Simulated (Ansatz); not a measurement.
Basis-set extrapolation for C2H6ClNOSi, SMILES `N=C(O)C[SiH2]Cl` (PBE0-D4/def2-TZVP geometry, frozen core, Ansatz 0.2.0). Multiplicity 1, RHF reference.

```tsv
	def2-TZVPP	def2-QZVPP
HF	-957.146556	-957.177816
MP2 correlation	-1.078022	-1.162101
CCSD(T) correlation	-1.173974	not run
```

Energies in hartree. Use E(X) = E(∞) + A·exp(−7.88·√X) for Hartree–Fock and E(X) = E(∞) + B·X^(−2.97) for correlation, with X = 3 and 4, and add CCSD(T) minus MP2 of the smaller set to the MP2 limit.

Question: What is the CCSD(T) energy at the basis-set limit?

Answer: HF limit: -957.177816 + (-0.031260) × 0.13774 = -957.18212. MP2 limit: -1.162101 + (-0.084079) × 0.74074 = -1.22438. Higher-order term: -1.173974 − (-1.078022) = -0.09595. Total: -958.50245 hartree, 114.2 kcal/mol below CCSD(T)/def2-TZVPP.
